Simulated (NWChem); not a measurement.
Molecule: C3H3NO2; SMILES O=C1COC=N1

```xyz
9

O     -0.0295     2.0371     0.0000
C      0.0331     0.8332     0.0000
C     -1.1568    -0.1440     0.0000
O     -0.5235    -1.4392     0.0000
C      0.7984    -1.1749     0.0000
N      1.2141     0.0404     0.0000
H     -1.7772    -0.0477     0.8948
H     -1.7772    -0.0477    -0.8948
H      1.4317    -2.0565     0.0000
```
Atoms are numbered in this order, from 1.

Computed with NWChem. Medium grid unless said otherwise, to which SCAN and Minnesota functionals are sensitive. Structure relaxed at the B3LYP/6-31G* (spherical d) level.

Task: Among these, which level gives the highest value of “highest occupied level (eV)”?
(A) B3LYP/def2-TZVP
(B) M06-2X/def2-TZVP
(C) PBE/def2-TZVP
(D) Hartree-Fock/def2-TZVP

Result: C, PBE/def2-TZVP. Values: Hartree-Fock/def2-TZVP -11.69; M06-2X/def2-TZVP -9.49; B3LYP/def2-TZVP -7.65; PBE/def2-TZVP -6.28
